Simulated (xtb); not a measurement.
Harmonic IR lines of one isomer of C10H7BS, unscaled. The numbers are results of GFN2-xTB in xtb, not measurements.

```csv
wavenumber (cm⁻¹),relative intensity
649,7.5
680,5.2
811,86
832,9.4
840,7.2
961,4.0
1055,22
1084,3.3
1223,26
1242,44
1330,45
1430,5.9
1543,3.9
1560,53
2640,100
2675,55
3083,12
3089,8.1
3128,6.4
3156,4.6
```

Task: Name which structure gives these lines.
A) `Bc1cc(C#C)cc2ccsc12`
B) `Bc1cc2ccsc2cc1C#C`
C) `Bc1c(C#C)sc2ccccc12`
D) `Bc1cc(C#C)c2sccc2c1`

Result: D, `Bc1cc(C#C)c2sccc2c1`
